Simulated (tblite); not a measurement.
Species: C5H4NO (doublet state).
SMILES with atom numbers: `[N:1]=[CH:2][c:3]1[cH:4][cH:5][cH:6][o:7]1` (hydrogens: H8 on C2; H9 on C4; H10 on C5; H11 on C6)
Bond orders are those of one Lewis drawing.

Computed with GFN2-xTB (tblite), gas phase: L-BFGS steps from a force-field or distance-geometry start until the largest atomic force falls under 0.01 eV/Å.

Step 2: E = -533.6234 eV
```
atom  x, y, z in Å  |  force x, y, z in eV/Å
N1     -2.7008    1.0103    0.4021   -0.045  -0.493  -0.151
C2     -2.0749   -0.0066    0.1001    0.347  -0.148   0.026
C3     -0.6051   -0.0684    0.0131   -0.074  -0.026  -0.089
C4      0.3230    0.9285    0.2155    0.054   0.076   0.114
C5      1.5926    0.3412    0.0066   -0.123  -0.133  -0.094
C6      1.3506   -0.9642   -0.3249   -0.150   0.040   0.041
O7      0.0334   -1.2185   -0.3226   -0.142   0.061   0.037
H8     -2.5720   -0.9955   -0.1204    0.342   0.704   0.135
H9      0.1139    1.9470    0.4979    0.007  -0.237  -0.079
H10     2.5506    0.8220    0.0801   -0.146  -0.060  -0.004
H11     1.9940   -1.7932   -0.5734   -0.069   0.215   0.063
```

Step 3: E = -533.6490 eV
```
atom  x, y, z in Å  |  force x, y, z in eV/Å
N1     -2.7019    0.9918    0.3964   -0.277   0.032   0.016
C2     -2.0640   -0.0140    0.1008    0.526   0.177   0.037
C3     -0.6031   -0.0659    0.0102   -0.100  -0.092  -0.029
C4      0.3206    0.9262    0.2188    0.260   0.039   0.022
C5      1.5903    0.3365    0.0030   -0.166   0.143   0.029
C6      1.3467   -0.9626   -0.3234   -0.280  -0.138  -0.015
O7      0.0262   -1.2157   -0.3209    0.086  -0.088  -0.031
H8     -2.5590   -0.9677   -0.1150    0.047  -0.087  -0.033
H9      0.1142    1.9394    0.4952   -0.035  -0.008  -0.006
H10     2.5445    0.8194    0.0799   -0.065  -0.038  -0.008
H11     1.9910   -1.7846   -0.5709    0.004   0.061   0.018
```

**Question.** Estimate the geometry and energy of step 4. (The exact step hangs on the optimiser's Hessian estimate; all steps are aligned on step 3, rigid shifts and turns removed.)

**Answer.** E = -533.6552 eV, largest force 0.443 eV/Å
```
atom  x, y, z in Å  |  force x, y, z in eV/Å
N1     -2.7065    0.9894    0.3957   -0.072  -0.197  -0.050
C2     -2.0542   -0.0137    0.1012    0.100   0.418   0.107
C3     -0.6035   -0.0664    0.0093    0.081  -0.046  -0.009
C4      0.3233    0.9256    0.2196    0.098   0.054   0.015
C5      1.5877    0.3378    0.0027   -0.070  -0.016  -0.003
C6      1.3421   -0.9643   -0.3234   -0.133  -0.004   0.007
O7      0.0258   -1.2164   -0.3210   -0.001  -0.100  -0.032
H8     -2.5559   -0.9636   -0.1144    0.053  -0.115  -0.036
H9      0.1137    1.9380    0.4947   -0.032   0.014   0.002
H10     2.5423    0.8183    0.0798   -0.038  -0.031  -0.009
H11     1.9905   -1.7821   -0.5702    0.014   0.023   0.008
```

The energy changes by -0.0063 eV. The first-order estimate −F·Δx gives -0.0095 eV and the mean of the old and new forces, exact on a quadratic surface, -0.0062 eV. The step makes an angle of 36° with the force vector and moves no atom by more than 0.010 Å.

What follows is the cost of the whole relaxation. Time: under 0.1 s of wall time. Hardware: Arm Neoverse V2, one thread, on a shared host.
